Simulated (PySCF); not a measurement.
# Arsenic: a sound run and one with changed settings

Sound run: As⁺ [Ar] 3d10 4s2 4p2, As²⁺ [Ar] 3d10 4s2 4p1. Calculation: PySCF 2.14, in def2-SVP; the non-relativistic Hamiltonian (point nucleus). In the sound run the correlated levels freeze [Ar] 3d10. The sound run starts from symmetry-adapted Hartree-Fock orbitals and uses a fine grid where one is needed.

Changed run: all electrons correlated in a basis built for the valence shell.

| species | method | sound run (hartree) | changed run (hartree) | converged |
| --- | --- | --- | --- | --- |
| As⁺ | MP2 | -2233.61327 | -2233.76857 | yes |
| As²⁺ | MP2 | -2232.94196 | -2233.09514 | yes |

Ionisation energy of As⁺:

```tsv
method	sound run (eV)	changed run (eV)
UHF	18.007	18.007
MP2	18.267	18.325
SCS-MP2	18.200	18.235
```

A valence basis has no tight correlating functions, so it recovers only part of the core correlation, and not evenly between atom and ion.

For comparison, NIST gives 18.589 eV between the lowest levels.
